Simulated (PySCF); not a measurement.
Sn(Br)(OMe) (CH3BrOSn), SMILES C[O][Sn][Br] (connectivity only; charge and spin as stated), neutral, multiplicity 1.

Geometry: PBE0-D3(BJ)/def2-SVP. The structure was generated by enumeration; whether it is a known compound was not checked. The def2 effective core potentials stand for the cores of Sn; spin–orbit coupling is left out. Other conformers were not sampled.

Computed with TDA-ωB97X/def2-SVPD in PySCF.

Vertical excitations. 

```
state  energy (eV)  λ (nm)      f                                                                    main pairs
-----  -----------  ------  -----  ----------------------------------------------------------------------------
S1            4.34     286  0.051                                                                HOMO→LUMO 92 %
S2            4.77     260  0.004                                                              HOMO−3→LUMO 80 %
S3            4.95     250  0.006                                                              HOMO−2→LUMO 86 %
S4            5.04     246  0.038                                                              HOMO−1→LUMO 90 %
S5            5.55     223  0.019                                                              HOMO−4→LUMO 84 %
S6            6.42     193  0.130                                          HOMO→LUMO+1 49 %, HOMO−2→LUMO+1 35 %
S7            6.49     191  0.018                                                            HOMO−1→LUMO+1 86 %
S8            6.86     181  0.144                      HOMO→LUMO+2 53 %, HOMO−3→LUMO+1 25 %, HOMO−2→LUMO+1 11 %
S9            6.90     180  0.450    HOMO→LUMO+2 30 %, HOMO−2→LUMO+1 27 %, HOMO→LUMO+1 17 %, HOMO−3→LUMO+1 12 %
S10           6.91     179  0.006  HOMO−4→LUMO+1 39 %, HOMO−1→LUMO+2 38 %, HOMO−1→LUMO+3 7 %, HOMO−1→LUMO+1 6 %
T1            3.36     369      0                                                                HOMO→LUMO 91 %
T2            4.21     294      0                                                              HOMO−1→LUMO 86 %
T3            4.57     271      0                                            HOMO−3→LUMO 82 %, HOMO−2→LUMO 15 %
T4            4.84     256      0                                            HOMO−2→LUMO 78 %, HOMO−3→LUMO 14 %
```
Triplets are in the Tamm–Dancoff approximation.
